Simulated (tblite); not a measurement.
C₄H₆FO₃S (doublet state).
Structure used (GFN2-xTB), in Å, numbered top down from 1:
```
atom  x, y, z in Å
C1     2.7438   -0.1574    0.0957
O2     2.1639   -0.9805   -0.8960
C3     0.8327   -0.9242   -0.9650
F4     0.3976   -1.7360   -1.9479
C5     0.0211   -0.1988   -0.2251
S6    -1.7319   -0.1364   -0.2781
C7    -2.1463    1.0921    0.9781
O8    -2.2260   -1.4216    0.1331
O9    -2.0902    0.3701   -1.5755
H10    3.8181   -0.3122    0.0269
H11    2.4995    0.8925   -0.0873
H12    2.3831   -0.4375    1.0890
H13   -1.8238    0.7052    1.9357
H14   -1.6277    2.0073    0.7252
H15   -3.2184    1.2452    0.9691
```

Computed with GFN2-xTB (tblite): harmonic, unscaled wavenumbers at the GFN2-xTB geometry, gas phase. Against measured fundamentals such values can be off by several per cent, at times by over 20. One conformer, not necessarily the lowest. Open shells enter through the occupations alone, without spin polarisation, and single modes of such species can be off by tens of per cent. The optimisation stopped once no atom felt more than 0.01 eV/Å.

Lowest wavenumbers of the output (negative numbers stand for imaginary wavenumbers):
```
mode    cm-1
  1     -22.0
  2      67.3
  3      79.7
  4     116.9
  5     121.5
  6     159.3
  7     170.2
  8     200.0
  9     256.9
 10     301.4
 11     367.0
 12     442.0
 13     487.7
 14     507.4
 15     536.7
```

Is this structure a minimum?

Not by this Hessian. 1 mode is imaginary beyond 20i (22i cm⁻¹), so at this level the point lies at or near a first-order saddle. The curvature is small, so loose convergence or finite differences may be the whole cause.

Which atoms move in the imaginary mode?

22i: F4 (fluorine bonded to C) 32 %, O9 (oxygen bonded to S) 17 %, O8 (oxygen bonded to S) 16 %, C1 (carbon bonded to O and 3 H) 11 %. These are shares of the mass-weighted motion.

What is the remedy?

Step along that mode in both directions, optimise again with tighter thresholds and repeat the frequencies. The zero-point energy of this point (61.5 kcal/mol) counts the 38 real modes alone, and thermal corrections from it aren't those of a minimum.

On Intel Xeon at 2.60 GHz, one thread, no GPU, shared host with 128 logical CPUs at a one-minute load of 8.8, this took 0.59 s of wall time. The figure is for the frequency step alone.
